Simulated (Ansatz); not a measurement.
`CC(C)[O][Sn][OH]` + `CCS` → `CCSC(C)C` + `[OH][Sn][OH]`  (substitution at a C–O bond)

Gas-phase electronic energies from Ansatz, PBE0-D4/def2-TZVP geometries. CBS: MP2 limit from def2 TZ/QZ plus the TZ coupled-cluster correction, frozen cores. Functionals use def2-TZVPP. B3LYP here is the variant with VWN-RPA as its local correlation; programs differ in this. Elements past krypton have def2 core potentials. For Sn outer-core shells are correlated without core-valence functions, which leaves a few kJ/mol of doubt a bond. One conformer a species, not always the lowest.

```csv
level,ΔE (kcal/mol)
B3LYP,-6.7
MP2/def2-QZVPP,-11.4
```

(1) What does CCSD(T)/CBS give? (Best estimate.)

Largest T1 diagnostic among the species: 0.018.

## Answers

(1) Computed: -9.6 kcal/mol. The listed levels differ from it by 2.9, -1.8 kcal/mol.

In def2-TZVPP, CCSD(T) changes the Hartree–Fock value by −2.9 kcal/mol (the triples alone add −0.4 kcal/mol) and MP2 by −5.1 kcal/mol.
